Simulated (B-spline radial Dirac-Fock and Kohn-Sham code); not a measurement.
Z = 71 (lutetium), transition energy 177 keV. The computed values come from a B-spline atomic structure program: a Dirac-Hartree-Slater potential of the neutral atom with a Latter tail (no hole, which puts coefficients of high multipoles low close above an edge), finite nucleus with surface currents. Subshells that would emit electrons below 1 keV are left out.

Question: A pure transition shows α(K) = 48.2, L1/L2 = 3.99 and L1/L3 = 0.779. What is its multipolarity?
A. M1
B. M3
C. M2
D. E3
E. E2
F. E4
G. E1
H. M4

Answer: H. For comparison, α(K), L1/L2, L1/L3 are E1 0.0655, 5.38, 5.15; E2 0.233, 0.369, 0.485; E3 0.739, 0.0850, 0.134; E4 2.36, 0.0502, 0.0865; M1 0.610, 11.2, 88.2; M2 3.23, 7.66, 8.12; M3 12.7, 5.30, 1.80.
